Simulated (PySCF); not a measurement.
Sn(OMe)(SMe)3, C4H12OS3Sn, SMILES C[O][Sn]([S]C)([S]C)[S]C, GFN2-xTB optimised geometry.

```
21

C      1.35    -0.93    -1.11
O      0.53    -1.16     0.00
Sn    -1.54    -1.16     0.00
S     -1.88    -2.22     2.19
C     -0.43    -3.29     2.39
S     -2.32    -2.31    -2.04
C     -3.90    -1.48    -2.39
S     -2.38     1.16     0.00
C     -1.67     1.81     1.54
H      1.14    -1.63    -1.93
H      2.38    -1.10    -0.77
H      1.27     0.09    -1.47
H     -0.55    -4.20     1.80
H      0.47    -2.76     2.09
H     -0.39    -3.54     3.45
H     -3.79    -0.41    -2.32
H     -4.66    -1.84    -1.71
H     -4.15    -1.76    -3.41
H     -2.07     1.26     2.39
H     -0.58     1.74     1.51
H     -1.97     2.85     1.59
```

Density from B3LYP/def2-SVP, def2 effective core potentials past Kr in PySCF at that geometry. The core electrons that the potentials of Sn replace are not part of the density.

Minimum of the electron density along straight lines between bonded atoms, close to the bond critical point (lines longer than 1.1 times the sum of covalent radii, or with two minima, are not listed):

| bond | length / Å | ρ at the minimum / e bohr⁻³ | ∇²ρ there / e bohr⁻⁵ | position (fraction from the first atom) |
|---|---|---|---|---|
| C1–O2 | 1.399 | 0.262 | -0.43 | 0.34 |
| O2–Sn3 | 2.064 | 0.089 | 0.41 | 0.49 |
| Sn3–S4 | 2.457 | 0.074 | ? | 0.48 |
| S4–C5 | 1.816 | 0.177 | -0.30 | 0.54 |
| Sn3–S6 | 2.471 | 0.073 | 0.09 | 0.48 |
| S6–C7 | 1.820 | 0.176 | -0.30 | 0.54 |
| Sn3–S8 | 2.470 | 0.073 | 0.09 | 0.48 |
| S8–C9 | 1.817 | 0.177 | -0.30 | 0.54 |
| C1–H10 | 1.092 | 0.282 | -1.06 | 0.63 |
| C1–H11 | 1.093 | 0.281 | -1.06 | 0.63 |
| C1–H12 | 1.093 | 0.281 | -1.06 | 0.63 |
| C5–H13 | 1.084 | 0.282 | -1.08 | 0.64 |
| C5–H14 | 1.083 | 0.284 | -1.11 | 0.65 |
| C5–H15 | 1.085 | 0.280 | -1.06 | 0.64 |
| C7–H16 | 1.085 | 0.282 | -1.08 | 0.64 |
| C7–H17 | 1.084 | 0.283 | -1.08 | 0.64 |
| C7–H18 | 1.085 | 0.280 | -1.07 | 0.64 |
| C9–H19 | 1.085 | 0.282 | -1.08 | 0.64 |
| C9–H20 | 1.085 | 0.282 | -1.08 | 0.64 |
| C9–H21 | 1.085 | 0.280 | -1.06 | 0.64 |

**Question.** Complete the blanks.

**Answer.** 
- Sn3–S4, ∇²ρ there / e bohr⁻⁵: 0.10
